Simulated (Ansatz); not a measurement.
Consider the formal exchange of groups at the Si–H bond: `BO[SiH](C)F` + `N=C(S)CO` → `BO[Si](C)(F)S` + `N=CCO`.

Gas-phase electronic energies from Ansatz, PBE0-D4/def2-TZVP geometries. CCSD(T)/CBS is the MP2 limit (def2-TZVPP, def2-QZVPP) plus CCSD(T) − MP2 in def2-TZVPP, frozen cores. Functionals use def2-TZVPP. B3LYP here is the variant with VWN-RPA as its local correlation; programs differ in this. One conformer a species, not always the lowest.

Task: Is it downhill or uphill in electronic energy at CCSD(T)/CBS, and by how much? (Best estimate.)

Result: The calculation gave: Downhill: ΔE = -0.97 eV.

Task: What do these levels give: r2SCAN-D4, B3LYP-D4, CCSD/def2-TZVPP, MP2/def2-QZVPP, HF/CBS(def2), MP2/CBS(def2)? (An estimate is asked.)

Result: The calculation gave: r2SCAN-D4 -0.92, B3LYP-D4 -0.93, CCSD/def2-TZVPP -0.98, MP2/def2-QZVPP -0.96, HF/CBS(def2) -1.02, MP2/CBS(def2) -0.96 eV.

Largest T1 diagnostic among the species: 0.013.

From PBE to PBE0 (25 % exact exchange), in def2-TZVPP and without D4, ΔE moves by −0.08 eV. In def2-TZVPP, CCSD(T) changes the Hartree–Fock value by +0.07 eV (the triples alone add +0.03 eV) and MP2 by +0.08 eV.
